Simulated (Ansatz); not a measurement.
CH₃S, charge -1, singlet, geometry from GFN2-xTB (a gas-phase anion, which may not be bound at this level); Ansatz (an electronic-structure program) with CCSD(T)/STO-3G.

Ansatz was given this input:
Ansatz 0.2 input:
```yaml
crystal:
  periodic: [false, false, false]
  atoms:
    - {symbol: C, position_ang: [-0.03158867, 1.10849493, 0.00618882]}
    - {symbol: S, position_ang: [0.01982142, -0.69556393, -0.00388339]}
    - {symbol: H, position_ang: [-1.06837494, 1.46368151, -0.03291479]}
    - {symbol: H, position_ang: [0.43481506, 1.50121040, 0.91770101]}
    - {symbol: H, position_ang: [0.50594923, 1.51316136, -0.85978488]}
basis:
  gaussian:
    orbitals: STO-3G
total_charge: -1
magnetization: {spin_polarized: false}
correlation: {method: ccsd_t, electrons: outside_noble_gas}
accuracy: high
```

Task: Write the output that Ansatz gives for this input, abridged.

Result: 
```
Functional definition: HF
287 factors; integrals over basis functions are off by at most 1.1e-8 eV
mean field evaluation 1: about -11754.9995 eV, gradient 2.6e1 eV
mean field evaluation 2: about -11755.0792 eV, gradient 2.6e1 eV
mean field evaluation 4: about -11758.0854 eV, gradient 1.7e0 eV
mean field evaluation 8: about -11758.1025 eV, gradient 1.0e-5 eV
mean field evaluation 16: about -11758.0001 eV, gradient 1.7e0 eV
mean field -11758.10250527 eV, -432.1022971405 hartree, gradient 2.9e-9 eV, S^2 0.000000; 0 other end points of the search recorded, 0 dependent functions left out
6 core orbitals not correlated
reference -11758.10250527 eV, -432.1022971405 hartree; 7, 7 occupied and 4, 4 virtual orbitals, 287 factors
second order -1.77095218 eV of doubles, -0.00000000 eV of singles
cycle   1  -2.16649721 eV  change   -4.0e-1 eV  update   4.7e-2
cycle   2  -2.36072219 eV  change   -1.9e-1 eV  update   1.8e-2
cycle   3  -2.37181737 eV  change   -1.1e-2 eV  update   3.2e-3
cycle   4  -2.37327936 eV  change   -1.5e-3 eV  update   1.1e-3
cycle   5  -2.37308775 eV  change    1.9e-4 eV  update   2.2e-4
cycle   6  -2.37308486 eV  change    2.9e-6 eV  update   4.3e-5
cycle   7  -2.37308386 eV  change    1.0e-6 eV  update   1.2e-5
cycle   8  -2.37308429 eV  change   -4.3e-7 eV  update   3.5e-6
cycle   9  -2.37308278 eV  change    1.5e-6 eV  update   7.8e-7
cycle  10  -2.37308234 eV  change    4.4e-7 eV  update   1.9e-7
cycle  11  -2.37308234 eV  change    4.9e-9 eV  update   4.6e-8
cycle  12  -2.37308230 eV  change    3.0e-8 eV  update   1.5e-8
cycle  13  -2.37308229 eV  change    1.8e-8 eV  update   5.9e-8
cycle  14  -2.37308228 eV  change    5.0e-9 eV  update   2.1e-8
cycle  15  -2.37308229 eV  change   -1.1e-8 eV  update   4.0e-9
cycle  16  -2.37308229 eV  change   -2.1e-9 eV  update  8.3e-10
cycle  17  -2.37308229 eV  change  -5.6e-11 eV  update  1.5e-10
perturbative correction -0.01326165 eV, -0.0004873567 hartree
Total energy: -11760.48884922 eV, -432.1899936631 hartree
```
